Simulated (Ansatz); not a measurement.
A run for Ansatz (a program for electronic structure): R-SVWN5/def2-TZVPP on H2O2 (SMILES OO).

Ansatz 0.2 input:
```yaml
crystal:
  periodic: [false, false, false]
  atoms:
    - {symbol: O, position_ang: [-0.66763024, 0.24815909, 0.28695206]}
    - {symbol: O, position_ang: [0.66239473, 0.25655413, -0.29166300]}
    - {symbol: H, position_ang: [-1.14642963, -0.26786934, -0.37743748]}
    - {symbol: H, position_ang: [1.15166514, -0.23694387, 0.38214841]}
basis:
  gaussian:
    orbitals: def2-TZVPP
hamiltonian:
  xc: {name: SVWN5}
scf: {lower_state_search: off}
```

The log:

```
WARN ansatz: RAYON_NUM_THREADS=1 ignored (pool sized by the plan → 1); use --threads N
Functional definition: SVWN5
these checks for a lower state are left out or cut short: stability, starts, cluster_reference, orbital_swaps, neighbouring_geometries, increment
integrals: 0.01 GiB planned
420 factors; their error is unknown
mean field: 0.16 GiB planned
mean field evaluation 1: about -4092.9210 eV, gradient 4.6e1 eV
mean field evaluation 2: about -4086.4066 eV, gradient 7.8e1 eV
mean field evaluation 4: about -4096.4148 eV, gradient 1.2e0 eV
mean field evaluation 8: about -4096.4101 eV, gradient 3.0e-1 eV
mean field evaluation 16: about -4096.4102 eV, gradient 7.1e-6 eV
mean field -4096.41017645 eV, -150.5402973379 hartree, gradient 7.1e-6 eV, S^2 0.000000; 0 other end points of the search recorded, 0 dependent functions left out
reference -4096.41019668 eV, -150.5402980815 hartree; 9, 9 occupied and 81, 81 virtual orbitals, 420 factors
Total energy: -4096.41019668 eV, -150.5402980815 hartree
Checks for a lower state left out: stability, starts, cluster_reference, orbital_swaps, neighbouring_geometries, increment
```

The calculation finished and met its thresholds.

Cost: about 0.3 core-seconds (a rough figure).
